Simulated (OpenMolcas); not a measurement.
Pt2+ in CaF2: curves along the breathing mode

Pt2+ with its 8 nearest fluoride ions, on the Ca site of CaF2 (a = 5.46294 Å, distance in the model lattice 2.366 Å). The rest of the host is ab initio model potentials to 7.6 Å and point charges beyond; the distance is set by hand and nothing relaxes. Ligand basis ANO-RCC-VDZP.

* Program: OpenMolcas
* Method: CASSCF
* Basis: ANO-RCC-VDZP [7s6p4d2f]
* Scalar Hamiltonian: DKH2, point nucleus
* Active space: 8 electrons in 5 orbitals (5d)
* State averaging: 2S+1 = 3 even, 10 roots; 2S+1 = 1 even, 15 roots
* Spin-orbit coupling: state interaction with AMFI integrals over the reference wave functions

Spin-free energies (labels of O, the rotations of Oh) in cm-1 above the lowest fitted minimum, as all ligands move together:

```tsv
R (Å)	3T1	3T2	1T2	1E	3A2	3T1(2)	1T2(2)
2.133	9600	22670	21440	21490	37010	33210	35860
2.183	3040	14430	14910	15020	27030	25100	27760
2.234	200	10140	12080	12250	21220	20930	23610
2.284	660	9390	12550	12770	19190	20290	22990
2.334	3900	11590	15780	16050	20290	22600	25320
2.384	9540	16350	21400	21720	24100	27450	30210
2.435	17440	23490	29270	29640	30410	34680	37470
```

Cubic fits give the following; the wavenumber is harmonic, with the mass of all moving ligands, small differences in it between states hang on the degree of the fit, a number in brackets counts states of one label, and the table is a selection of at most 14 states with clean curves.

| State | R0 (Å) | Breathing mode (cm-1) | Minimum (cm-1) |
| --- | --- | --- | --- |
| 3T1 | 2.252 | 523 | 0 |
| 3T2 | 2.271 | 526 | 9250 |
| 1T2 | 2.251 | 523 | 11890 |
| 1E | 2.251 | 523 | 12070 |
| 3A2 | 2.290 | 527 | 19130 |
| 3T1(2) | 2.269 | 527 | 20120 |
| 1T2(2) | 2.269 | 527 | 22820 |
| 1A1 | 2.259 | 518 | 23290 |
| 1T1 | 2.270 | 526 | 25270 |
| 1E(2) | 2.289 | 528 | 32550 |
| 1A1(2) | 2.280 | 533 | 51450 |

The minimum of 3T2 is shifted by +0.0194 Å against 3T1 (from the unrounded fits). With M = 152.0 u for the moving shell, the Huang-Rhys factor in this mode is S = M ω ΔR² / 2ħ = 0.01483 × 152.0 × 523 × 0.0194² = 0.44. Only the first shell moves, against a rigid host.

Without dynamic correlation the repulsion within the d shell is too large (B by tens of per cent), so at a given field states of lower spin stand too high. Real 4d8 and 5d8 ions are as a rule square planar and diamagnetic. With metal d orbitals alone the field can be off either way by tens of per cent. Ligand-to-metal charge-transfer states are missing. With no ligand orbital active B as a rule stays too high, so bands that hang on it stand too high and its fall with covalency is understated. No measured value stands beside these numbers.
